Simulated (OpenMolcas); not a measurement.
## Lines of As I: computed and rescaled rates

```
Program             : OpenMolcas 26.06
Method              : SS-RASPT2, IPEA 0.25 Eh, imaginary shift 0.1 Eh (closed shells correlated: 3d 4s)
Basis               : ANO-R3 [7s6p5d3f2g]
Scalar Hamiltonian  : X2C, finite nucleus
Active space        : 3 electrons in 9 orbitals (RAS2 4p; RAS3 4d 5s, at most 1 electron)
State averaging     : 2S+1 = 4 odd, 1 root; 2S+1 = 2 odd, 8 roots; 2S+1 = 4 even, 3 roots; 2S+1 = 2 even, 8 roots
Spin-orbit coupling : RASSI with atomic mean-field integrals over the reference wave functions, term energies averaged over their components
```

Rates come from the transition moments of the reference wave functions (E1 and E2 in the length form). At fixed line strength A goes as λ^-3 for E1 and M1 and as λ^-5 for E2, so a rate at the computed wavelength can be rescaled to the measured one. Measured vacuum wavelengths follow from level energies in NIST Handbook of Basic Atomic Spectroscopic Data. Branching counts decays inside the model space alone, at computed energies, and the table is only a selection of the E1 lines, drawn from those between levels with measured partners whose computed energy lies within a factor of 1.5 of the measured one.

| Upper | Lower | Type | λ computed (nm) | λ measured (nm) | A computed (s-1) | A rescaled (s-1) | Branching % |
| --- | --- | --- | --- | --- | --- | --- | --- |
| 4s² 4p² 5s ²P_1/2 | 4s² 4p³ ²D°_3/2 | E1 | 232.5 | 235.1 | 3.62e+08 | 3.50e+08 | 85.0 |
| 4s² 4p² 5s ²P_3/2 | 4s² 4p³ ²D°_5/2 | E1 | 226.6 | 228.9 | 3.40e+08 | 3.30e+08 | 78.7 |
| 4s² 4p² 5s ²D_5/2 | 4s² 4p³ ²D°_5/2 | E1 | 200.5 | 200.4 | 2.94e+08 | 2.94e+08 | 79.4 |
| 4s² 4p² 5s ²D_3/2 | 4s² 4p³ ²D°_3/2 | E1 | 199.6 | 199 | 2.90e+08 | 2.93e+08 | 80.3 |
| 4s² 4p² 5s ⁴P_5/2 | 4s² 4p³ ⁴S°_3/2 | E1 | 187.5 | 189 | 2.21e+08 | 2.16e+08 | 98.8 |
| 4s² 4p² 5s ⁴P_3/2 | 4s² 4p³ ⁴S°_3/2 | E1 | 191.6 | 193.8 | 2.08e+08 | 2.01e+08 | 97.5 |
| 4s² 4p² 5s ⁴P_1/2 | 4s² 4p³ ⁴S°_3/2 | E1 | 194 | 197.3 | 2.00e+08 | 1.90e+08 | 98.3 |
| 4s² 4p² 5s ²P_3/2 | 4s² 4p³ ²P°_3/2 | E1 | 295.3 | 278.1 | 6.61e+07 | 7.91e+07 | 15.3 |
| 4s² 4p² 5s ²P_1/2 | 4s² 4p³ ²P°_1/2 | E1 | 304.8 | 286.1 | 5.10e+07 | 6.17e+07 | 12.0 |
| 4s² 4p² 5s ²D_5/2 | 4s² 4p³ ²P°_3/2 | E1 | 252.6 | 237.1 | 4.03e+07 | 4.87e+07 | 10.9 |
| 4s² 4p² 5s ²D_3/2 | 4s² 4p³ ²P°_3/2 | E1 | 252.2 | 237 | 3.75e+07 | 4.52e+07 | 10.4 |
| 4s² 4p² 5s ²D_5/2 | 4s² 4p³ ²D°_3/2 | E1 | 199.8 | 199.1 | 3.39e+07 | 3.43e+07 | 9.2 |
| 4s² 4p² 5s ²D_3/2 | 4s² 4p³ ²P°_1/2 | E1 | 250.7 | 234.5 | 2.92e+07 | 3.57e+07 | 8.1 |
| 4s² 4p² 5s ²P_3/2 | 4s² 4p³ ²P°_1/2 | E1 | 293.2 | 274.6 | 2.09e+07 | 2.54e+07 | 4.8 |
| 4s² 4p² 5s ²P_1/2 | 4s² 4p³ ²P°_3/2 | E1 | 307.1 | 290 | 1.18e+07 | 1.40e+07 | 2.8 |
| 4s² 4p² 5s ²D_3/2 | 4s² 4p³ ²D°_5/2 | E1 | 200.3 | 200.3 | 3.99e+06 | 3.99e+06 | 1.1 |
| 4s² 4p² 5s ²P_3/2 | 4s² 4p³ ²D°_3/2 | E1 | 225.7 | 227.2 | 3.76e+06 | 3.69e+06 | 0.9 |
| 4s² 4p² 5s ⁴P_3/2 | 4s² 4p³ ²D°_5/2 | E1 | 247.5 | 245.7 | 3.70e+06 |  | 1.7 |
| 4s² 4p² 5s ⁴P_1/2 | 4s² 4p³ ²D°_3/2 | E1 | 250.5 | 249.4 | 3.00e+06 |  | 1.5 |
| 4s² 4p² 5s ⁴P_5/2 | 4s² 4p³ ²D°_5/2 | E1 | 240.7 | 238.2 | 2.56e+06 |  | 1.1 |
| 4s² 4p² 5s ²D_5/2 | 4s² 4p³ ⁴S°_3/2 | E1 | 162.2 | 164.4 | 2.20e+06 |  | 0.6 |

Spin-changing lines and M1 lines between different terms are not rescaled, since their strength hangs on the term gaps too.

The largest correction is for 4s² 4p² 5s ²D_3/2 → 4s² 4p³ ²P°_1/2 (E1): 2.92e+07 × (250.7 / 234.5)^3 = 3.57e+07 s-1, a factor of 1.22.

The computed rate and branching of 4s² 4p² 5s ⁴P_5/2 → 4s² 4p³ ⁴S°_3/2 give the upper level a radiative lifetime of 0.988 / 2.21e+08 s-1 = 4.47e-09 s, counting decays inside the model space alone. The rescaled rate gives about 4.6e-09 s.

No measured rate stands beside these. Rescaling mends the energy factor alone: line strengths can still be far off where a level mixes with configurations outside the active space, and weak or spin-changing lines hang on small mixing coefficients that depend on the term gaps too, so rescaling need not improve them.

CASPT2 breaks the degeneracy within a term, and the mean is taken; among the terms shown or strongly mixed into the levels shown the widest spread is 180 cm-1 (4s² 4p³ ²D°). ANO sets are built for valence states and can reach diffuse excited orbitals poorly, and with the s shell closed the s pⁿ⁺¹ terms that mix with these levels are absent. With the s shell closed, the reference lacks s² → p² mixing. Some terms miss by over 15 % even with CASPT2, which points to a basis or an active space too small for the shells correlated. Measured partners are found by configuration, term and J. A level has none where our copy of the source lacks it or the pairing is in doubt (some pairs that miss far off the trend of their configuration count as doubtful). Levels of configurations outside the active space are missing.

° marks odd parity.
